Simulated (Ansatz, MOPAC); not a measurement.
Noncovalent pair: CH4 (SMILES C) (first 5 atoms) with SiH4 (SMILES [SiH4]); geometry from B3LYP-D3(BJ)/def2-TZVP.
(charge 0, multiplicity 1):
```xyz
10

C      0.04924    -0.11821    -0.08035
H     -0.18798     0.90474     0.20852
H      1.02350    -0.39275     0.32162
H     -0.70971    -0.79264     0.31377
H      0.07116    -0.19237    -1.16676
Si    -0.04872     0.11758     3.67886
H      0.65738     1.29737     3.13200
H     -0.08581     0.20770     5.15641
H      0.66491    -1.11558     3.27939
H     -1.43183     0.08127     3.15403
```

Monomers are frozen at their geometry in the pair; levels with a basis set take the counterpoise correction.

The state reached by PM3, PM6 isn't checked.

Codes used: Ansatz (a program for electronic structure); MOPAC for PM3, PM6 (differences of heats of formation). 

Task: One of these levels gives -0.81 kcal/mol for the interaction energy. Which?
A) B3LYP/def2-TZVPPD
B) PM3
C) wB97X-V/def2-TZVPPD
D) PM6

Result: C, wB97X-V/def2-TZVPPD. The others give 0.03 (PM3), -0.28 (PM6), 0.52 (B3LYP/def2-TZVPPD)
